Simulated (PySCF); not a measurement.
Vertical excitations of a molecule C₂H₁₂OSi₃ from PySCF 2.14.0 with TDA-PBE/def2-SVPD, as energy in eV (oscillator strength): 5.54 (0.001), 5.56 (0.023), 6.08 (0.004), 6.19 (0.004), 6.21 (0.005), 6.29 (0.007). Lowest triplet (TDA): 5.07 eV. Coordinates come from a B3LYP-D3(BJ)/def2-SVP optimisation. The values are those of a single conformer.

Question: Which structure fits?
(A) C[SiH2][Si@H]([SiH3])CO
(B) C[Si@](O)([SiH3])C[SiH3]
(C) C[C@@H]([SiH3])O[SiH2][SiH3]
(D) C[SiH2][Si@H](C)O[SiH3]

Answer: C, C[C@@H]([SiH3])O[SiH2][SiH3]
